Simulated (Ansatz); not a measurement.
A nudged elastic band was laid between two geometries of H6O2Si2 (10 atoms, charge 0, multiplicity 1).

Theory: RKS PBE0-D4/STO-3G (Ansatz 0.2.0).

```json
{
 "movable images": "7",
 "climbing image": "yes",
 "spring": "5.0 eV/Å²",
 "optimiser": "quadratic models (default)",
 "start path": "IDPP",
 "force threshold": "0.05 eV/Å",
 "iteration limit": "60",
 "end points": "relaxed"
}
```

Initial state:

```xyz
10
Properties=species:S:1:pos:R:3
O -1.103 1.890 1.080
Si 0.097 0.660 0.929
Si -0.127 -0.645 -0.919
O 1.062 -1.887 -1.060
H -0.921 2.497 0.285
H -0.052 -0.133 2.129
H 1.427 1.242 0.957
H -1.463 -1.215 -0.955
H 0.036 0.144 -2.119
H 0.869 -2.491 -0.265
```

Final state:

```xyz
10
Properties=species:S:1:pos:R:3
O -1.010 2.061 0.953
Si 0.057 0.709 1.024
Si -0.185 -0.737 -0.701
O 1.177 -1.797 -0.673
H -0.706 2.561 0.121
H -0.260 0.065 2.277
H 1.438 1.152 1.084
H -1.424 -1.489 -0.607
H -0.255 -0.032 -1.970
H 0.991 -2.432 -1.446
```

Q: Which bonds break or form, and what moves?

A: No bond is made or broken. The dihedral H8–Si3–O4–H10 goes from -59 to 56°.

Q: Give the energies along the band, and the barrier.

A: It converged. The highest image is number 4 of 0 to 8, 0.058 eV above the first end and 0.038 eV above the last; the last end lies 0.020 eV above the first. A vibrational analysis at the climbing image gives one clearly imaginary mode, 267i cm⁻¹: a first-order saddle point. Limits of this set-up: minimal basis.

```tsv
image	path coordinate (Å)	energy (eV)	dihedral H8–Si3–O4–H10 (°)
0	0.00	0.000	-59
1	0.25	0.002	-54
2	0.50	0.017	-39
3	0.75	0.044	-19
4	1.00	0.058	3
5	1.22	0.048	22
6	1.44	0.029	40
7	1.67	0.021	53
8	1.89	0.020	56
```

Q: What is the geometry of the highest image?

A: 
```xyz
10
Properties=species:S:1:pos:R:3
O -1.063 2.019 0.962
Si 0.090 0.737 0.964
Si -0.123 -0.697 -0.782
O 1.207 -1.801 -0.825
H -0.830 2.545 0.123
H -0.135 0.055 2.218
H 1.440 1.272 0.990
H -1.384 -1.411 -0.721
H -0.133 0.052 -2.025
H 0.756 -2.710 -0.841
```

Q: What are the harmonic wavenumbers there?

A: 267i, 28, 153, 251, 282, 452, 541, 631, 807, 843, 846, 880, 907, 1026, 1114, 1131, 1273, 1283, 2635, 2638, 2675, 2708, 3810, 3832 cm⁻¹.

The band took 5 iterations and roughly 40 core-seconds.

Time of the run: 38 s on 1 thread of Intel(R) Xeon(R) 6975P-C (Granite Rapids) (shared host), peak memory 0.14 GiB.
